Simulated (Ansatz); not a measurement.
The cluster B8⁻, relaxed as a doublet with UKS PBE-D4/def2-SVPD in Ansatz, starting from the GFN1-xTB geometry. Force threshold 0.02 eV/Å.

The charge -1 doublet is spin-contaminated (final ⟨S²⟩ up to 0.96, 0.75 for a pure state). Another isomer (doublet) lies 1.58 eV lower at PBE0-D4/def2-TZVPD; other spin states weren't run for this one.

Start:

```xyz
8

B     1.950    0.066   -0.348
B     1.217    1.279   -0.874
B    -1.532    1.190   -0.384
B    -0.221    1.746   -0.892
B     0.220   -1.748    0.890
B     1.530   -1.188    0.382
B    -1.946   -0.065    0.349
B    -1.218   -1.281    0.877
```

```tsv
step	energy (eV)	largest force component (eV/Å)	SCF passes
1	-5388.6049	1.401	106
2	-5388.9957	0.435	87
3	-5389.0532	0.143	55
4	-5389.0743	0.195	48
5	-5389.3318	1.513	164
6	-5389.9342	1.264	40
7	-5390.5674	1.050	33
8	-5391.1946	1.667	86
9	-5392.0902	1.494	31
10	-5392.4024	1.018	31
11	-5392.4697	1.118	31
12	-5392.4834	0.665	36
13 (rejected)	-5392.4463	2.161	36
14	-5392.5283	0.363	31
15	-5392.5353	0.044	30
16	-5392.5364	0.016	25
```

Force components are those of the run's own axes.

End:

```xyz
8

B     2.856    0.014   -0.463
B     1.306    0.467   -0.459
B    -1.881    0.989   -0.223
B    -0.305    0.774   -0.364
B     0.304   -0.777    0.356
B     1.881   -0.989    0.224
B    -2.854   -0.009    0.474
B    -1.306   -0.469    0.456
```

Bonds formed: B2–B5, B2–B6, B3–B8, B4–B5, B4–B8 (atoms count from 1).

No frequencies were taken in this run, so the end may be a saddle point.

Hardware: 4 threads of Arm Neoverse V1 on a shared host. Wall time 73 s.
